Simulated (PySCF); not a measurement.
SMILES CCCc1ccccc1 (C9H12) (GFN2-xTB optimised geometry):

```
21

C     -0.896    -2.446    -2.442
C     -2.022    -2.200    -1.446
C     -1.492    -1.904    -0.036
C     -0.715    -0.619     0.000
C     -1.381     0.601     0.001
C     -0.677     1.791     0.001
C      0.708     1.779    -0.001
C      1.381     0.570     0.000
C      0.674    -0.619     0.000
H     -0.254    -1.570    -2.515
H     -1.301    -2.659    -3.429
H     -0.288    -3.293    -2.131
H     -2.627    -1.357    -1.785
H     -2.667    -3.081    -1.403
H     -0.858    -2.731     0.288
H     -2.340    -1.835     0.650
H     -2.462     0.616     0.006
H     -1.209     2.731     0.004
H      1.258     2.709     0.000
H      2.462     0.553     0.001
H      1.207    -1.560     0.002
```

Computed with PySCF 2.14.0 with B3LYP/def2-SVP.

Q: What are the frontier orbital energies and the dipole moment?

A: HOMO-2 -8.83 eV, HOMO-1 -6.93 eV, HOMO -6.67 eV, LUMO -0.15 eV, LUMO+1 -0.06 eV; dipole moment 0.32 D.

Meta-Löwdin charges at B3LYP/def2-SVP: C1 -0.28, C2 -0.14, C3 -0.17, C4 0.02, C5 -0.12, C6 -0.10, C7 -0.11, C8 -0.10, C9 -0.11, H10 0.10, H11 0.09, H12 0.09, H13 0.08, H14 0.08, H15 0.09, H16 0.09, H17 0.09, H18 0.10, H19 0.10, H20 0.10, H21 0.10.
